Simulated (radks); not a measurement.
Results of a calculation; reference values are marked as such.
Initial-state core-level shifts of neutral potassium when its valence configuration changes from [Ar] 4s1. Level of theory: Dirac Kohn-Sham, BLYP, spin-unpolarised, spherical densities, finite nucleus; open shells fill j = l - 1/2 first; Fermi nuclear charge, rms radius 3.4349 fm (a radial shooting solver on a logarithmic mesh with Libxc functionals). Shifts are changes of the shell-averaged eigenvalues in eV (positive: less bound); the change of the density at the nucleus, which sets a Mossbauer isomer shift, is in e/bohr^3, on a base of 5194.

valence          1s      2s      2p      3s  density at nucleus
4p1          -1.495  -1.497  -1.495  -1.480             -1.2446
3d1          -1.532  -1.418  -1.428  -1.376             -1.2536
3d0.5 4p0.5  -1.474  -1.414  -1.419  -1.386             -1.2517
4s0.5 4p0.5  -0.776  -0.776  -0.776  -0.768             -0.5708
3d0.5 4s0.5  -1.101  -1.063  -1.066  -1.041             -0.5349
